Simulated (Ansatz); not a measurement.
`CB[SiH3]` + `CNC` → `CBN(C)C` + SiH₄ at 700 K and 1 bar (cleavage of the B–Si bond).

Isolated molecules relaxed with PBE0-D4/def2-TZVP in Ansatz; ΔE leaves out vibrations. CBS: MP2 limit from def2 TZ/QZ plus the TZ coupled-cluster correction, frozen cores. This one scheme is used for every species. One conformer a species, not always the lowest.

| species | CCSD(T)/CBS energy (Eh) | H − E (kJ/mol) | S (J/(mol·K)) |
| --- | --- | --- | --- |
| `CB[SiH3]` | -356.10570 | 258.6 | 419.3 |
| `CNC` | -135.00321 | 296.9 | 352.4 |
| `CBN(C)C` | -199.71235 | 436.6 | 470.7 |
| SiH₄ | -291.46306 | 115.5 | 252.9 |

H − E and S are ideal-gas, rigid-rotor, harmonic terms from PBE0-D4/def2-TZVP, for one conformer and one mirror image of each species. 1 Eh = 2625.50 kJ/mol, R = 8.31446 J/(mol·K).

By hand: ΔE, ΔH, ΔS and ΔG.

ΔE = (-199.71235) + (-291.46306) − (-356.10570) − (-135.00321) = -0.06650 Eh = -174.6 kJ/mol. Δ(H − E) = 436.6 + 115.5 − 258.6 − 296.9 = -3.4, so ΔH = -178.0 kJ/mol. ΔS = 470.7 + 252.9 − 419.3 − 352.4 = -48.1 J/(mol·K). ΔG = -178.0 − 700 × (-48.1)/1000 = -144.3 kJ/mol.

By hand: the equilibrium constant, and the temperature at which ΔG would vanish if ΔH and ΔS stayed fixed.

log₁₀ K = −ΔG/(RT ln 10) = 10.8. ΔG = 0 at ΔH/ΔS = 3701 K, far beyond where these terms or the molecules hold.

ΔH outweighs TΔS. A doubt of 5 kJ/mol in ΔE shifts log₁₀ K by 0.4 here. Other conformers and mirror images would add mixing entropy, several J/(mol·K) or more a flexible species. Modes under 60 cm⁻¹, often nearly free rotors, make the harmonic entropy too high. These are equilibria of isolated gas molecules and say nothing of rates. Largest T1 diagnostic: 0.012 (customary marks: 0.02 for closed shells, 0.045 for open ones).
